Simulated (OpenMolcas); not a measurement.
Mo2+ (d4) among equal point charges was computed by CASSCF with the d shell active (OpenMolcas, ANO-RCC-VTZP on the metal). Its lowest spin-free states, and all those of the highest spin:

```tsv
2S+1	Degeneracy	E (cm-1)
5	2	0.0
5	3	6236
3	3	10591
3	2	15462
3	3	15872
3	3	16399
3	1	17824
1	3	18211
3	1	18271
1	2	18790
3	2	20937
3	3	21268
```

Q: Is the site octahedral, tetrahedral or cube-like, axial, or of lower symmetry?

A: The states with 2S+1 = 5 have orbital degeneracies 2, 3. Threefold states need a cubic site. For d4 at this spin an octahedron puts the twofold E below the threefold T2 and a tetrahedron or cube puts the threefold T2 below the twofold E, so the site is octahedral. The first gap at this spin, 6240 cm-1, is |10Dq| in ligand-field theory. The run had Mo2+ among 6 point charges of -1.1 e arranged as an octahedron (Oh), 2.21 Å from the ion.

An orbital doublet at a regular site is open to a Jahn-Teller distortion, which this geometry leaves out. Without dynamic correlation the repulsion within the d shell is too large (B by tens of per cent), so at a given field states of lower spin stand too high. Point charges give a weaker field than real ligands, and real ions of this kind are as a rule low spin; the high spin found here belongs to the model. This is an electrostatic model: the charges have no orbitals. No measured value stands beside these numbers.
